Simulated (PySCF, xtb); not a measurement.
1-chlorocyclopenta-1,3-diene (C5H5Cl), SMILES ClC1=CC=CC1. The values are those of a single conformer.

Harmonic wavenumbers (cm⁻¹) from GFN2-xTB (xtb) at its own minimum, in rising order: 205, 275, 362, 442, 496, 722, 782, 834, 847, 867, 903, 1011, 1032, 1048, 1097, 1115, 1197, 1256, 1320, 1386, 1547, 1632, 2965, 2987, 3134, 3148, 3156.

What does PBE-D3(BJ)/def2-SVP run with PySCF 2.14.0 give at its own minimum? (An estimate is asked for; the answer gives what the named calculation found.)

210, 288, 348, 460, 498, 658, 786, 839, 843, 865, 924, 943, 983, 1062, 1068, 1084, 1188, 1262, 1318, 1341, 1520, 1603, 2975, 3016, 3142, 3167, 3173. Paired by order, the mean absolute difference is 20 cm⁻¹ and the zero-point energies are 51.1 and 50.8 kcal/mol.
